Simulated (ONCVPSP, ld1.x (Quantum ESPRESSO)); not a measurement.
Pseudopotentials across the periodic table

Generated with ld1.x 7.5 (TM, RRKJ, ultrasoft, PAW), atompaw 4.2 or ONCVPSP 4.0.1. The cutoff is in Ry: for ld1.x and atompaw files where the sum of valence levels is converged to 10 mRy in a Bessel basis, for ONCV files where the hardest occupied wave has 1 mHa per electron of residual kinetic energy. The error is the largest all-electron minus pseudo excitation energy over each file’s own four to seven test configurations (ionisations up to +4, promotions, holes and added fractions of an electron), all of which were solved. The labels leave out finer settings (local radius, basis sizes, second energies), which also bear on the numbers. Spin-polarised tests are not counted. The rows are a selection from randomly drawn settings: files with unsolved tests, undetermined cutoffs or missed reference levels are left out.

A true bound ghost makes a file unfit for plane-wave use even where its test errors are small: the radial tests pick states by their node count and pass the ghost by.

```csv
element,potential,cutoff (Ry),largest error (meV),bound ghosts
He,"ONCV, PBE, scalar-relativistic, rc 0.45/0.45 (sp), local smoothed, core correction no, reference 1s1, qcut 17.1/15.1, projectors 2/1",206,+5.1,none
Fe,"ONCV, PBE, non-relativistic, rc 1.65/1.15/1.70 (spd), local smoothed, core correction yes, reference 3s2 3p6 3d6 4s2, qcut 5.8/13.7/7.4, projectors 2/2/2",64,+75,none
Zn,"ONCV, PBE, scalar-relativistic, rc 1.00/1.10/0.70/0.90 (spdf), local smoothed, core correction no, reference 3s2 3p6 3d10 4s1.5, qcut 10.4/10.9/13.3/12.5, projectors 2/1/2/2",692,-32,none
Mo,"ONCV, PBE, fully relativistic, rc 3.20/3.15/1.65 (spd), local smoothed, core correction no, reference 4d5 5s1, qcut 2.1/2.3/6, projectors 2/2/2",36,+58,s
Xe,"ONCV, PBEsol, fully relativistic, rc 1.45/1.60 (sp), local smoothed, core correction no, reference 5s2 5p6, qcut 4.5/6.1, projectors 1/1",151,-64,"s, p3/2, p1/2"
Sm,"ONCV, PBE, non-relativistic, rc 2.75/2.05/3.60 (spd), local smoothed, core correction no, reference 5s2 5p6 5d1 6s2, qcut 5.6/6.3/4.5, projectors 2/1/2",27,-75,none
Bi,"TM semilocal, PBE, scalar-relativistic, rc 1.55/2.35/1.25 (spd), local s, core correction yes, reference 5d10 6s2 6p3",90,-36,none
```

(1) Fill in the row for Br: ONCV, PBE, scalar-relativistic, rc 0.90/1.10/1.10 (spd), local smoothed, core correction no, reference 3s2 3p6 3d10 4s2 4p3.5, qcut 12/10.1/13.5, projectors 2/2/3.

(2) Fill in the row for Sb: ONCV, PBE, fully relativistic, rc 1.44/2.40 (sp), local smoothed, core correction yes, reference 5s1 5p4, qcut 4/4, projectors 2/3.

(3) Fill in the row for Zr: ONCV, PBE, scalar-relativistic, rc 1.80/1.70/2.95 (spd), local smoothed, core correction yes, reference 4s2 4p6 4d2.5 5s1.5, qcut 6.5/8.8/5.7, projectors 2/2/2.

Answers

(1) cutoff 164 Ry, largest error -8.4 meV, bound ghosts: none.

(2) cutoff 147 Ry, largest error -19 meV, bound ghosts: s.

(3) cutoff 53 Ry, largest error -5.1 meV, bound ghosts: none.
